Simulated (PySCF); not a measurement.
CH13NOSi4.
SMILES with atom numbers: `[CH3:1][SiH2:2][O:3][SiH2:4][N:5]([SiH3:6])[SiH3:7]` (hydrogens: H8, H9, H10 on C1; H11, H12 on Si2; H13, H14 on Si4; H15, H16, H17 on Si6; H18, H19, H20 on Si7)

Torsions of this conformer, `[CH3:1][SiH2:2][O:3][SiH2:4][N:5]([SiH3:6])[SiH3:7]`: C1–Si2–O3–Si4 87°, Si2–O3–Si4–N5 -145°, O3–Si4–N5–Si6 2°.

The closed-shell ground state was solved at several levels (PySCF, density fitting, gas phase, non-relativistic). The structure is a single PBE0-D3(BJ)/def2-SVP conformer in the gas phase; no vibrational or solvent corrections.

```
              level  basis functions  total energy (Eh)  HOMO (eV)  LUMO (eV)  gap (eV)  dipole (D)
      PBE0/pcSseg-1              212         -1333.2671      -7.53       0.12      7.65        1.09
CAM-B3LYP/def2-SVPD              263         -1333.4871      -8.83       0.89      9.72        1.03
```

Q: What might mPW1PW91/pcSseg-1 (212 basis functions) give for the same quantities?

A: Total energy -1333.9621 Eh, HOMO -7.56 eV, LUMO 0.15 eV, gap 7.71 eV, dipole 1.09 D.

Q: Over all these levels, which gives the widest orbital gap and which the narrowest?

A: CAM-B3LYP/def2-SVPD (range-separated hybrid) has the widest, 9.72 eV, and PBE0/pcSseg-1 (global hybrid, 25 % exact exchange) the narrowest, 7.65 eV. Functional and basis both differ between the two, so the spread mixes both effects.

Q: How far do the dipole and the HOMO energy spread over the levels?

A: The dipole runs from 1.03 to 1.09 D (mean 1.07 D) and the HOMO from -8.83 to -7.53 eV.
